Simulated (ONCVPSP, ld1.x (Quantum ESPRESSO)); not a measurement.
## Potentials for Ca (Z = 20) compared

Generated with ld1.x 7.5 (TM, RRKJ, ultrasoft, PAW), atompaw 4.2 or ONCVPSP 4.0.1. The cutoff is in Ry: for ld1.x and atompaw files where the sum of valence levels is converged to 10 mRy in a Bessel basis, for ONCV files where the hardest occupied wave has 1 mHa per electron of residual kinetic energy. The error is the largest all-electron minus pseudo excitation energy over each file’s own four to seven test configurations (ionisations up to +4, promotions, holes and added fractions of an electron), all of which were solved. The labels leave out finer settings (local radius, basis sizes, second energies), which also bear on the numbers. Spin-polarised tests are not counted. The rows are a selection from randomly drawn settings: files with unsolved tests, undetermined cutoffs or missed reference levels are left out.

| potential | cutoff (Ry) | largest error (meV) | bound ghosts |
| --- | --- | --- | --- |
| ONCV, PBE, scalar-relativistic, rc 2.25/1.15/1.80 (spd), local smoothed, core correction yes, reference 3s2 3p6 4s2, qcut 4.4/7.3/6.1, projectors 2/2/2 | 47 | -318 | none |
| ONCV, BLYP, scalar-relativistic, rc 1.55/2.00/1.95 (spd), local smoothed, core correction no, reference 3s2 3p6 4s2, qcut 10.1/7/5.8, projectors 2/3/2 | 50 | -2.6 | none |
| ONCV, PBE, scalar-relativistic, rc 1.70/1.20/1.45 (spd), local smoothed, core correction yes, reference 3s2 3p6 4s1, qcut 5.4/6.6/7.5, projectors 3/2/2 | 56 | -1.4 | none |
| ONCV, PBEsol, scalar-relativistic, rc 1.90/1.65/1.65 (spd), local d, core correction no, reference 3s2 3p6 4s1, qcut 8.3/9.6/5.7, projectors 2/1/0 | 35 | -313 | none |

Fill in the row for Ca: PAW, LDA (PZ), scalar-relativistic, rc 2.10/1.85/1.75 (spd), local smoothed, core correction yes, reference 3s2 3p6 3d0 4s0 4p0.

cutoff 25 Ry, largest error +22 meV, bound ghosts: none.
